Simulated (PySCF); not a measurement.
# Vertical excitation energies

Species: CH4GeOS.
SMILES: `[CH]([GeH2][SH])=O`

Computed, not measured: TDDFT CAM-B3LYP/def2-SVPD, vertical, gas phase, core orbitals frozen in the response in PySCF 2.14.0, density-fitted response routines. The structure is a single PBE0-D3(BJ)/def2-SVP conformer in the gas phase; no vibrational or solvent corrections. Relativistic effects, spin–orbit coupling among them, are left out although an element past zinc is present. Torsions of this conformer, `[O:1]=[CH:2][GeH2:3][SH:4]`: O1–C2–Ge3–S4 2°, H–S4–Ge3–C2 -2°.

**Question.** What does the calculation give for the low-lying excited states?

**Answer.** 

```tsv
state	E (eV)	ν̃ (cm⁻¹)	f	main configurations (H = HOMO, L = LUMO)
S1	3.48	28030	0.0004	H-1→L (96%)
S2	5.22	42100	0.0048	H→L (99%)
S3	5.70	45990	0.022	H→L+1 (79%), H→L+3 (12%)
S4	6.18	49880	0.0060	H→L+2 (49%), H→L+3 (21%), H→L+1 (9%)
S5	6.42	51750	0.0021	H-1→L+1 (92%)
S6	6.80	54850	0.0094	H→L+3 (48%), H→L+2 (35%)
S7	6.88	55460	0.045	H-1→L+3 (71%), H-1→L+2 (18%)
S8	6.94	55950	0.0003	H-2→L (94%)
S9	7.26	58530	0.175	H-1→L+2 (63%), H-1→L+3 (17%)
S10	7.53	60710	0.015	H→L+4 (32%), H→L+7 (22%), H→L+5 (11%)
```

Triplets (Tamm–Dancoff): T1 2.84 eV, H-1→L (96%); T2 5.13 eV, H→L (93%); T3 5.23 eV, H→L+1 (76%); T4 5.84 eV, H→L+2 (38%), H→L+3 (21%), H→L+4 (9%).

The lowest singlet comes at 357 nm (335 kJ/mol) in the ultraviolet; it is dark (f under 0.0005); its leading configuration is HOMO-1→LUMO (96%). The most intense listed level is S9 at 7.26 eV (171 nm, f = 0.175), 3.78 eV above S1. Löwdin shares by element: HOMO sulfur 76%, germanium 11%, hydrogen 7% or more; LUMO carbon 41%, oxygen 34%, germanium 12%, hydrogen 7% or more. Of the 10 states listed, 4 reach f = 0.01 and 2 stay under 0.0005. The listed states span 4.05 eV, and the widest gap between neighbours is 1.74 eV (S1 to S2). The oscillator strengths of these states sum to 0.280; summed over the whole spectrum of an exact calculation they would give the number of electrons, 66 (Thomas–Reiche–Kuhn). No computed singlet lies in the visible range (380 to 750 nm); the lowest, at 357 nm, stands 0.21 eV above its violet end (3.26 eV); a Tamm–Dancoff triplet lies at 437 nm, without intensity as long as spin–orbit coupling is left out. The vertical ionisation energy (ΔSCF) is 9.67 eV, 2.14 eV above S10. Only the lowest 10 singlets were computed, as vertical energies without vibronic structure.
